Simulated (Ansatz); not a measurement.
Consider the atomization: `F[SiH]1[BH][GeH2]1` → B• + F• + Ge• + 4 H• + Si•.

Calculated with Ansatz (gas phase, PBE0-D4/def2-TZVP geometries, no zero-point term in ΔE). CCSD(T)/CBS adds triple-zeta CCSD(T) − MP2 to the extrapolated MP2 energy (def2 sets, frozen cores). This one scheme is used for every species, atoms too. Functionals use def2-TZVPP. B3LYP here is the variant with VWN-RPA as its local correlation; programs differ in this. HSE06 is defined as in plane-wave codes. Open shells (•) are unrestricted, without spin–orbit coupling. Spin–orbit coupling would lower the free atoms: a little for B, F, Si; clearly for Ge. For Ge outer-core shells are correlated without core-valence functions, so the limit isn't a true one: a few kJ/mol of doubt a bond, and 10 to 20 or more in all where bonds break to atoms. Scalar relativity is left out up to krypton.

CCSD(T)/CBS gives +591.1 kcal/mol.

Q: Another level gave +588.3 kcal/mol. Which?
A. HSE06/def2-TZVPP
B. r2SCAN/def2-TZVPP
C. B2PLYP/def2-TZVPP
D. B3LYP-D4/def2-TZVPP

A: D. B3LYP-D4 588.3, HSE06 584.5, B2PLYP 582.8, r2SCAN 596.0 kcal/mol.

Largest T1 diagnostic among the species: 0.014.

From BLYP to BHLYP (50 % exact exchange), in def2-TZVPP and without D4, ΔE moves by −12.0 kcal/mol: exact exchange takes away binding that semilocal exchange gives to molecules. The D4 term adds +6.9 kcal/mol with B3LYP and +3.6 kcal/mol with PBE0; it sums over pairs of atoms, weighted by their polarisabilities, and B3LYP, whose exchange is more repulsive, gets the larger term.

For atomizations the MP2-based limit and the directly extrapolated one differ by several kJ/mol either way, and by 10 to 25 for some Ge, Se and Sn compounds, so smaller differences from it don't rank the levels.
